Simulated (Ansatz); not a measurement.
Born–Oppenheimer molecular dynamics of ClH5O2Si (9 atoms, charge 0, multiplicity 1). It starts at the highest image of a converged band. Of that band: Neighbouring images differ by up to 1.3 eV, so the band resolves the path poorly. A vibrational analysis at the climbing image gives one clearly imaginary mode, 228i cm⁻¹: a first-order saddle point.

The calculation used RHF/def2-SVP in Ansatz.

```yaml
ensemble: NVE (velocity Verlet)
time_step: 0.5 fs
steps_asked: 200
starting_velocities_drawn_for: 100 K
seed: 8736
```

First frame:

```xyz
9
Properties=species:S:1:pos:R:3
Si 0.202 -0.051 -0.018
O -0.087 0.359 1.737
H -0.851 0.087 2.235
O 1.751 -0.432 -0.334
H 1.980 -1.349 -0.324
H -0.613 0.711 -0.948
H -0.481 -1.369 0.134
Cl 1.044 2.435 0.538
H 0.207 1.318 1.806
```

**Question.** How far do the bonds stretch over the last three quarters of this one trajectory? (Pairs bonded in most of those frames.)

**Answer.** 
```tsv
bond	mean (Å)	spread (Å)	shortest	longest
Si1–O2	1.831	0.018	1.81	1.86
Si1–O4	1.626	0.013	1.61	1.65
Si1–H6	1.455	0.011	1.43	1.47
Si1–H7	1.494	0.015	1.47	1.52
O2–H3	0.951	0.009	0.94	0.97
O2–H9	1.001	0.010	0.98	1.02
O4–H5	0.945	0.001	0.94	0.95
```

Pairs bonded in part of these frames only: Si1–Cl8 13 %.

Mean temperature of the second half: 48 K. The conserved energy stayed within 0.044 meV per atom of its start (net change 0.018 meV per atom), so the integration is sound. A run of 0.1 ps of so small a system gives no equilibrium averages. The orbitals stay closed-shell, which can raise the energy where a bond breaks towards radicals; this wasn't checked here.

Time of the run: 4.9 min on 1 thread of AMD EPYC 7R43 64-Core Processor (Zen 3), with other jobs on the host, peak memory 0.18 GiB.
